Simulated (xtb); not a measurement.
Diatomic AlCl+, multiplicity 2 (lowest of 2S+1 = 2, 4 at CCSD(T)/def2-TZVPP on PBE0 minima; our sources give no spin for the ground state, which may be another).

Seven points along R, fitted to fifth degree in 1/R; most abundant isotopes. Runs in def2 and cc sets follow the lowest solution found near the PBE0 minimum.

The values were computed with xtb for the GFN methods. Values without a source in brackets are computed. The GFN methods have no spin term and hold the electronic entropy of 300 K.

Energies at GFN1-xTB:

```csv
R (Å),E (hartree)
1.882265,-5.06236951
1.932863,-5.06982986
1.979414,-5.07385181
2.032036,-5.07597291
2.084659,-5.07620413
2.145377,-5.07480604
2.216215,-5.07165209
```

**Question.** With a reduced mass of 15.2301 u, find the minimum, the force constant and the constants.

**Answer.** A fifth-degree polynomial in 1/R puts the minimum at r_e = 2.0654 Å with force constant 240 N/m. Then ω_e = (1/2πc)√(k/μ) = 517 cm⁻¹ and B_e = h/(8π²cμr_e²) = 0.2595 cm⁻¹; the cubic and quartic terms give α_e = 0.0026 and ω_e x_e = 4.0 cm⁻¹.
